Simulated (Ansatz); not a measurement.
Calculated with Ansatz (gas phase, PBE0-D4/def2-TZVP geometries, no zero-point term in ΔE). CCSD(T)/CBS is the MP2 limit (def2-TZVPP, def2-QZVPP) plus CCSD(T) − MP2 in def2-TZVPP, frozen cores. DFT in def2-TZVPP. For Ge outer-core shells are correlated without core-valence functions, which leaves a few kJ/mol of doubt a bond. Scalar relativity is left out up to krypton. One conformer a species, not always the lowest.

Consider the isomerisation: `F[CH]1[CH2][GeH2]1` → `C[CH2][Ge][F]`.

```
             species  CAM-B3LYP-D4 energy (Eh)
`F[CH]1[CH2][GeH2]1`               -2256.12920
     `C[CH2][Ge][F]`               -2256.22226
```

Question: Work out ΔE.

Answer: ΔE = (-2256.22226) − (-2256.12920) = -0.09306 Eh = -244.3 kJ/mol. CCSD(T)/CBS gives -235.3 kJ/mol.

Largest T1 diagnostic among the species: 0.013.

From BLYP to BHLYP (50 % exact exchange), in def2-TZVPP and without D4, ΔE moves by +3.5 kJ/mol. Leaving LDA and LC-ωPBE aside and taking each functional with its dispersion term where it has one, the values, not all of them listed here, spread over 34.6 kJ/mol, from BLYP-D4 to PBE-QIDH. LDA lies +28.5 kJ/mol from PBE without D4. In def2-TZVPP, CCSD(T) changes the Hartree–Fock value by +32.5 kJ/mol (the triples alone add +5.2 kJ/mol) and MP2 by +33.1 kJ/mol.
